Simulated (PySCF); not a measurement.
## NMR problem set

How the numbers were obtained: NMR shieldings at PBE0/pcSseg-1/GIAO, geometry: GFN2-xTB, in PySCF 2.14.0 with density-fitted response routines (no solvent, non-relativistic, fast rotation and ring inversion assumed for equivalent nuclei, one conformer).

δ = σ(ref) − σ, references computed at the same level: ¹H, ¹³C vs TMS. Splittings of carbon signals by F and P are missing where no couplings were computed. Where no couplings were computed, multiplicities follow the n + 1 count of equivalent neighbours, and m marks all less simple cases (inequivalent or close neighbours, rings, F or P nearby). Shifts are as computed. Against solution values, carbons near 30 ppm lie about +3 ppm off and those near 130 ppm about +5 ppm; carbons on Cl a further +6 ppm. Of 1309 compounds with measured shifts, 239 miss one by over three times the rms of a fit or turn the order of signals round; such compounds aren't used in these exercises. Carbons bonded to Cl come out too deshielded. OH and NH positions are gas-phase values without hydrogen bonding to other molecules.

Question: CH$_{8}$N$_{3}$PSi. ¹H NMR (600 MHz, computed): δ 8.37 (m, 1H), 8.32 (m, 1H), 0.92 (m, 2H), 0.91 (br s, 4H). ¹³C{¹H} NMR (computed): δ 169.1 (CH2). Give a structure.

Answer: SMILES C=N[Si](N)(N)P. Carbon types of the structure: 1 × CH2, leaving 6 H on heteroatoms. δC 169.1: C=N carbon. δH 8.37, 8.32: hydrogen on a C=N carbon. δH 0.92: hydrogen on a phosphorus bonded to Si. δH 0.91: hydrogen on a nitrogen bonded to Si; exchangeable; this is the value without hydrogen bonding to other molecules.

The data come from this structure; uniqueness wasn't tested.

Question: C$_{6}$H$_{9}$ClN$_{2}$Si. ¹H NMR (300 MHz, computed): δ 8.30 (s, 1H), 7.45 (d, 1H), 6.94 (d, 1H), 4.75 (t, 2H), 3.57 (t, 2H), 3.45 (br s, 2H). ¹³C{¹H} NMR (computed): δ 150.7 (C), 147.2 (C), 139.8 (CH), 136.8 (CH), 121.6 (CH), 29.7 (CH2). What is it?

Answer: `InChI=1S/C6H9ClN2Si/c7-4-10-6-2-1-5(8)3-9-6/h1-3H,4,8,10H2`. The formula gives 4 degrees of unsaturation (1 ring in the answer). 6 carbon signals for 6 carbons: no two carbons are equivalent. Carbon types of the structure: 2 × C, 3 × CH, 1 × CH2, leaving 4 H on heteroatoms. δC 150.7: substituted aromatic carbon next to a ring nitrogen. δC 147.2: aromatic carbon bearing nitrogen; σ withdrawal by the attached heteroatom moves it downfield of the ring CH carbons. δC 139.8: aromatic CH next to a ring nitrogen. δC 136.8, 121.6: aromatic CH.

This is the structure that produced the data.
